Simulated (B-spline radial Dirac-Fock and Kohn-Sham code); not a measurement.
# Binding energies of Re⁺ in different valence configurations

The computed values come from a radial atomic solver: multi-electron Dirac-Fock with separately optimised hole states, Breit and Lamb-shift corrections added in first order. Electron correlation is not included.

Reference: the tabulated ground configuration [Xe] 4f14 5d5 6s1, with 2s 12553.3 eV, 2p1/2 11977.4 eV, 3p1/2 2703.4 eV, 3p3/2 2390.5 eV, 3d3/2 1968.5 eV, 4p1/2 543.1 eV, Kα1 61136.7 eV, Kβ1 69300.1 eV, Lα1 8652.0 eV, Lβ2 10272.5 eV.

Shifts from the reference in eV.

```csv
configuration,average energy,2s,2p1/2,3p1/2,3p3/2,3d3/2,4p1/2,Kα1,Kβ1,Lα1,Lβ2
[Xe] 4f14 5d4 6s2,+1.40,+3.82,+3.77,+3.74,+3.73,+3.72,+3.69,-0.14,-0.09,+0.06,+0.12
[Xe] 4f14 5d6,+0.28,-3.47,-3.45,-3.44,-3.43,-3.42,-3.41,+0.17,+0.13,-0.04,-0.08
[Xe] 4f14 5d5 6p1,+5.08,+1.57,+1.58,+1.59,+1.59,+1.59,+1.60,+0.04,+0.03,-0.01,-0.01
[Xe] 4f14 5d4 6s1 6p1,+6.13,+5.24,+5.23,+5.20,+5.19,+5.18,+5.16,-0.15,-0.11,+0.05,+0.11
```
